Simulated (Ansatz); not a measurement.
`[SiH3][SiH]Br` radical. The species carries charge 0 and has multiplicity 2. Correlated methods include outer-core shells of Br, which these sets cover unevenly. Scalar relativity is left out up to krypton.

```xyz
7

Si   -0.621   -0.616    0.520
Si    0.404    0.722   -1.096
Br    2.611    0.429   -1.032
H    -0.293   -2.034    0.230
H    -2.092   -0.414    0.429
H    -0.159   -0.270    1.891
H     0.151    2.183   -0.943
```

**Question.** Give the diagnostics of a CCSD(T)/def2-TZVPP run (frozen core, Ansatz 0.2.0). (An estimate is asked.)

**Answer.** Ansatz gave: T1 = 0.0125, largest single amplitude 0.040, largest double 0.017, (T) share of the correlation energy 3.4 %, 11 CCSD cycles. ⟨S²⟩ of the UHF reference is 0.760 against 0.75 for a pure state. T1 lies under the customary mark of 0.045 for open shells.
